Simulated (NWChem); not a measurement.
System: CH₆FNOSi; SMILES N[Si@@H](O)CF

NWChem input:

```
start job
memory heap 200 mb stack 900 mb global 1100 mb
geometry units angstroms noautoz
  N     -1.387732     1.043342     0.348368
  Si     0.069119     0.618325    -0.464069
  O      1.505884     0.997204     0.300720
  C     -0.119418    -1.262251    -0.700008
  F     -0.553539    -1.805093     0.532897
  H     -1.607970     1.990097     0.629047
  H     -1.813538     0.354226     0.956699
  H      0.198080     1.326840    -1.758173
  H      1.595038     0.675728     1.209652
  H     -0.871301    -1.513657    -1.459636
  H      0.818433    -1.760236    -0.976152
end
basis spherical
  * library def2-tzvp
end
dft
  xc hfexch
  iterations 150
  semidirect filesize 400000000
  mulliken
end
task dft energy
```

Excerpt of the output:

```
             Northwest Computational Chemistry Package (NWChem) 7.3.0
             --------------------------------------------------------

 C1  symmetry detected

                             Geometry "geometry" -> ""
                             -------------------------

 Output coordinates in angstroms (scale by  1.889725989 to convert to a.u.)

  No.       Tag          Charge          X              Y              Z
 ---- ---------------- ---------- -------------- -------------- --------------
    1 N                    7.0000    -1.61305576     0.50084330     0.22503149
    2 Si                  14.0000    -0.01356985     0.62351158    -0.39923246
    3 O                    8.0000     1.10633168     1.44338531     0.53155904
    4 C                    6.0000     0.48090589    -1.20028199    -0.63808442
    5 F                    9.0000     0.11598203    -1.89834571     0.53781134
    6 H                    1.0000    -2.17496115     1.30652062     0.46747095
    7 H                    1.0000    -1.84650742    -0.31148191     0.78349929
    8 H                    1.0000     0.01745614     1.37546151    -1.67474737
    9 H                    1.0000     1.19194517     1.14193733     1.44766607
   10 H                    1.0000    -0.04456773    -1.66754313    -1.48135912
   11 H                    1.0000     1.55807603    -1.34023875    -0.79276362

 Effective nuclear repulsion energy (a.u.)     248.8525916970

  xc_inp: hfexch multiplicative factor not found.

                                 NWChem DFT Module
                                 -----------------

 Summary of "ao basis" -> "ao basis" (spherical)
 ------------------------------------------------------------------------------
       Tag                 Description            Shells   Functions and Types
 ---------------- ------------------------------  ------  ---------------------
 N                         def2-tzvp                11       31   5s3p2d1f
 Si                        def2-tzvp                13       37   5s5p2d1f
 O                         def2-tzvp                11       31   5s3p2d1f
 C                         def2-tzvp                11       31   5s3p2d1f
 F                         def2-tzvp                11       31   5s3p2d1f
 H                         def2-tzvp                 4        6   3s1p

            General Information
            -------------------
          SCF calculation type: DFT
          Wavefunction type:  closed shell.
          No. of atoms     :    11
          No. of electrons :    50
           Alpha electrons :    25
            Beta electrons :    25
          Charge           :     0
          Spin multiplicity:     1
          Use of symmetry is: off; symmetry adaption is: off
          Maximum number of iterations: 150
          AO basis - number of functions:   197
                     number of shells:    81
          Convergence on energy requested:  1.00D-06
          Convergence on density requested:  1.00D-05
          Convergence on gradient requested:  5.00D-04

              XC Information
              --------------
                     Hartree-Fock (Exact) Exchange  1.000

      Superposition of Atomic Density Guess
      -------------------------------------

 Sum of atomic energies:        -558.01953134

      Non-variational initial energy
      ------------------------------

 Total energy =    -559.925225
 1-e energy   =   -1264.769811
 2-e energy   =     455.991994
 HOMO         =      -0.343732
 LUMO         =       0.019810

------------------------------------------------------------
EAF file 0: "./job.aoints.0" size=692060160 bytes
------------------------------------------------------------
               write      read    awrite     aread      wait
               -----      ----    ------     -----      ----
     calls:     1320         0         0         0         0
   data(b): 6.92e+08  0.00e+00  0.00e+00  0.00e+00
   time(s): 0.00e+00  0.00e+00  0.00e+00  0.00e+00  0.00e+00
rate(mb/s): 0.00e+00  0.00e+00
------------------------------------------------------------

     ---------------------------------------------
      Total Density - Mulliken Population Analysis
     ---------------------------------------------

    Atom       Charge   Shell Charges
 -----------   ------   -------------------------------------------------------
    1 N    7     7.93   0.82  1.16  0.57  0.81  0.16  1.64  1.93  0.83  0.00  0.01  0.00
    2 Si  14    13.08   2.00  0.59  1.39  0.80  0.36  4.11  1.73  0.50  0.93  0.25  0.18  0.16  0.06
    3 O    8     8.85   0.79  1.18  0.59  0.95  0.24  2.02  2.21  0.85  0.00  0.01  0.00
    4 C    6     6.08   0.86  1.12  0.54  0.69  0.12  1.06  1.27  0.33  0.02  0.07  0.01
    5 F    9     9.40   0.77  1.20  0.61  1.01  0.32  2.33  2.31  0.85  0.00  0.01  0.00
    6 H    1     0.67   0.22  0.34  0.08  0.04
    7 H    1     0.67   0.22  0.34  0.08  0.04
    8 H    1     1.05   0.23  0.54  0.28  0.01
    9 H    1     0.55   0.19  0.26  0.06  0.04
   10 H    1     0.86   0.24  0.45  0.14  0.02
   11 H    1     0.86   0.24  0.45  0.14  0.02

   convergence    iter        energy       DeltaE   RMS-Dens  Diis-err
 ---------------- ----- ----------------- --------- --------- ---------
 d= 0,ls=0.0,diis     1   -559.1447273937 -8.08D+02  2.89D-03  9.20D-01
 d= 0,ls=0.0,diis     2   -559.2235011904 -7.88D-02  1.06D-03  3.15D-01
 d= 0,ls=0.0,diis     3   -559.2498677137 -2.64D-02  3.46D-04  7.72D-03
 d= 0,ls=0.0,diis     4   -559.2510858380 -1.22D-03  8.54D-05  3.95D-04
 d= 0,ls=0.0,diis     5   -559.2511458670 -6.00D-05  2.41D-05  4.72D-05
  Resetting Diis
 d= 0,ls=0.0,diis     6   -559.2511523578 -6.49D-06  9.51D-06  2.25D-06
 d= 0,ls=0.0,diis     7   -559.2511529443 -5.86D-07  1.98D-06  1.97D-07

         Total DFT energy =     -559.251152944293
      One electron energy =    -1269.405378079331
           Coulomb energy =      514.088420063555
    Exchange-Corr. energy =      -52.786786625516
 Nuclear repulsion energy =      248.852591697000

 Numeric. integr. density =        0.000000000000

                       DFT Final Molecular Orbital Analysis
                       ------------------------------------

 Vector   23  Occ=2.000000D+00  E=-5.057802D-01
              MO Center=  1.5D-01,  1.0D+00, -4.7D-01, r^2= 3.0D+00
   Bfn.  Coefficient  Atom+Function         Bfn.  Coefficient  Atom+Function
  ----- ------------  ---------------      ----- ------------  ---------------
   175      0.214362   8 H  s                48     -0.175251   2 Si pz
    74     -0.167405   3 O  px               77     -0.155008   3 O  px
    76      0.147163   3 O  pz               75      0.135144   3 O  py
    79      0.132047   3 O  pz              174      0.127346   8 H  s
     6     -0.125313   1 N  px               78      0.125102   3 O  py

 Vector   24  Occ=2.000000D+00  E=-4.437820D-01
              MO Center=  3.0D-01, -3.1D-01, -4.3D-01, r^2= 3.0D+00
   Bfn.  Coefficient  Atom+Function         Bfn.  Coefficient  Atom+Function
  ----- ------------  ---------------      ----- ------------  ---------------
   106      0.249150   4 C  py              109      0.249733   4 C  py
    47     -0.204197   2 Si py              137     -0.181724   5 F  py
    75      0.165361   3 O  py              140     -0.157945   5 F  py
    78      0.150633   3 O  py              143     -0.130712   5 F  py
   176     -0.118645   8 H  s               175     -0.117424   8 H  s

 Vector   25  Occ=2.000000D+00  E=-4.177091D-01
              MO Center= -1.3D+00,  5.6D-01,  1.2D-01, r^2= 1.8D+00
   Bfn.  Coefficient  Atom+Function         Bfn.  Coefficient  Atom+Function
  ----- ------------  ---------------      ----- ------------  ---------------
     8      0.311582   1 N  pz               11      0.299993   1 N  pz
    14      0.254274   1 N  pz                6      0.192984   1 N  px
     9      0.188062   1 N  px               12      0.176423   1 N  px
    74      0.129404   3 O  px               77      0.118495   3 O  px
    80      0.097012   3 O  px                7      0.095601   1 N  py

 Vector   26  Occ=0.000000D+00  E= 1.212013D-01
              MO Center= -7.3D-01,  8.8D-01,  6.1D-01, r^2= 7.3D+00
   Bfn.  Coefficient  Atom+Function         Bfn.  Coefficient  Atom+Function
  ----- ------------  ---------------      ----- ------------  ---------------
     5      1.617317   1 N  s               164     -0.892816   6 H  s
    50     -0.827212   2 Si py              182     -0.763066   9 H  s
   170     -0.746801   7 H  s               104     -0.648846   4 C  s
    73      0.553296   3 O  s                49      0.512783   2 Si px
   113     -0.469685   4 C  pz               36      0.454235   2 Si s

 Vector   27  Occ=0.000000D+00  E= 1.473563D-01
              MO Center=  1.0D+00,  4.9D-01,  1.2D-01, r^2= 8.0D+00
   Bfn.  Coefficient  Atom+Function         Bfn.  Coefficient  Atom+Function
  ----- ------------  ---------------      ----- ------------  ---------------
   104      2.740767   4 C  s                 5     -1.421133   1 N  s
    49     -1.342130   2 Si px              194     -1.281264  11 H  s
   182     -1.070861   9 H  s                73      0.948223   3 O  s
   188     -0.749794  10 H  s                50      0.638464   2 Si py
   111      0.418902   4 C  px              112      0.387441   4 C  py

 Vector   28  Occ=0.000000D+00  E= 1.580166D-01
              MO Center= -2.8D-01, -2.6D-01, -9.2D-01, r^2= 9.0D+00
   Bfn.  Coefficient  Atom+Function         Bfn.  Coefficient  Atom+Function
  ----- ------------  ---------------      ----- ------------  ---------------
   104      4.400127   4 C  s                36     -1.930768   2 Si s
   188     -1.851024  10 H  s                50      1.486393   2 Si py
     5      1.261695   1 N  s               194     -1.228402  11 H  s
   164     -0.769035   6 H  s                73     -0.757617   3 O  s
    51      0.721253   2 Si pz              113     -0.523612   4 C  pz

------------------------------------------------------------
EAF file 0: "./job.aoints.0" size=1040711680 bytes
------------------------------------------------------------
               write      read    awrite     aread      wait
               -----      ----    ------     -----      ----
     calls:     1985         6         0     11904     11904
   data(b): 1.04e+09  3.15e+06  0.00e+00  6.24e+09
   time(s): 0.00e+00  0.00e+00  0.00e+00  0.00e+00  0.00e+00
rate(mb/s): 0.00e+00  0.00e+00
------------------------------------------------------------

     ---------------------------------------------
      Total Density - Mulliken Population Analysis
     ---------------------------------------------

    Atom       Charge   Shell Charges
 -----------   ------   -------------------------------------------------------
    1 N    7     7.75   0.82  1.16  0.50  0.83  0.18  1.52  1.83  0.89  0.00  0.02  0.00
    2 Si  14    13.19   2.00  0.58  1.39  0.73  0.26  4.12  1.73  0.53  1.03  0.20  0.26  0.26  0.09
    3 O    8     8.65   0.79  1.18  0.55  0.96  0.28  1.86  2.10  0.91  0.00  0.02  0.00
    4 C    6     6.08   0.85  1.12  0.48  0.71  0.04  1.17  1.34  0.24  0.03  0.09  0.01
    5 F    9     9.34   0.77  1.20  0.60  1.00  0.36  2.23  2.26  0.90  0.00  0.01  0.00
    6 H    1     0.75   0.26  0.40  0.05  0.04
    7 H    1     0.73   0.25  0.39  0.04  0.04
    8 H    1     1.07   0.24  0.56  0.25  0.01
    9 H    1     0.65   0.24  0.33  0.03  0.05
   10 H    1     0.90   0.27  0.50  0.11  0.02
   11 H    1     0.89   0.27  0.50  0.11  0.02

     -------------------------------------------
      Total Density - Lowdin Population Analysis
     -------------------------------------------

    Atom       Charge   Shell Charges
 -----------   ------   -------------------------------------------------------
    1 N    7     7.27   0.89  1.07  0.43  0.46  0.24  1.38  1.76  0.99  0.00  0.06  0.00
    2 Si  14    13.84   2.00  0.84  1.08  0.42  0.25  3.85  1.88  0.65  1.00  0.45  0.30  0.80  0.33
    3 O    8     8.18   0.87  1.09  0.53  0.60  0.31  1.73  2.01  1.01  0.00  0.03  0.00
    4 C    6     6.36   0.91  1.04  0.38  0.37  0.19  1.05  1.37  0.56  0.04  0.39  0.07
    5 F    9     9.02   0.86  1.10  0.60  0.71  0.38  2.12  2.23  1.00  0.00  0.03  0.00
    6 H    1     0.85   0.25  0.36  0.12  0.11
    7 H    1     0.84   0.25  0.35  0.12  0.12
    8 H    1     1.05   0.25  0.49  0.29  0.02
    9 H    1     0.82   0.24  0.31  0.10  0.16
   10 H    1     0.89   0.26  0.41  0.16  0.06
   11 H    1     0.89   0.26  0.41  0.16  0.06

     Multipole analysis of the density
     ---------------------------------

     L   x y z        total         alpha         beta         nuclear
     -   - - -        -----         -----         ----         -------
     0   0 0 0     -0.000000    -25.000000    -25.000000     50.000000

     1   1 0 0     -0.258055     -0.129028     -0.129028      0.000000
     1   0 1 0      0.029981      0.014991      0.014991      0.000000
     1   0 0 1      0.145410      0.072705      0.072705     -0.000000

     2   2 0 0    -26.765233    -87.495304    -87.495304    148.225376
     2   1 1 0     -2.773152      1.004048      1.004048     -4.781247
     2   1 0 1     -1.209859      1.138680      1.138680     -3.487220
     2   0 2 0    -31.128488   -148.621944   -148.621944    266.115400
     2   0 1 1      2.722085     -2.384435     -2.384435      7.490955
     2   0 0 2    -25.149336    -45.514560    -45.514560     65.879783
```

Level: Hartree-Fock/def2-TZVP. The geometry was optimised at B3LYP/6-31G* (spherical d).
